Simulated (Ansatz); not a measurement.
Stepwise reaction of `CO[SiH2][SiH3]` with water, as a gas-phase model of exchange steps in deposition or etching. ΔE in kJ/mol.

Isolated molecules relaxed with PBE0-D4/def2-TZVP in Ansatz; ΔE leaves out vibrations. CCSD(T)/CBS is the MP2 limit (def2-TZVPP, def2-QZVPP) plus CCSD(T) − MP2 in def2-TZVPP, frozen cores. This one scheme is used for every species. DFT in def2-TZVPP. B3LYP here is the variant with VWN-RPA as its local correlation; programs differ in this. One conformer a species, not always the lowest.

```tsv
step	reaction	PBE-D4	B3LYP-D4	ωB97M-V	CCSD(T)/CBS
1	`CO[SiH2][SiH3]` + H₂O → `CO[SiH](O)[SiH3]` + H₂	-84.1	-89.2	-89.5	-86.2
2	`CO[SiH](O)[SiH3]` + H₂O → `CO[SiH](O)[SiH2]O` + H₂	-45.9	-54.9	-52.9	-51.0
```

Give the row of step 3, `CO[SiH](O)[SiH2]O` + H₂O → `CO[SiH](O)[SiH](O)O` + H₂. (Estimate.)

The calculation gave: 
```
step                                                reaction  PBE-D4  B3LYP-D4  ωB97M-V  CCSD(T)/CBS
   3  `CO[SiH](O)[SiH2]O` + H₂O → `CO[SiH](O)[SiH](O)O` + H₂   -81.3     -87.1    -86.9        -84.0
```

By hand: ΔE of the 3 steps together at CCSD(T)/CBS.

(-86.2) + (-51.0) + (-84.0) = -221.2 kJ/mol, or -73.7 kJ/mol a step.

In ΔE step 1 is the lowest and step 2 the highest. All are downhill at CCSD(T)/CBS. PBE-D4 differs from CCSD(T)/CBS by 2.1 to 5.1 kJ/mol a step. Isolated molecules leave out the surface, adducts and barriers. Largest T1 diagnostic: 0.012.
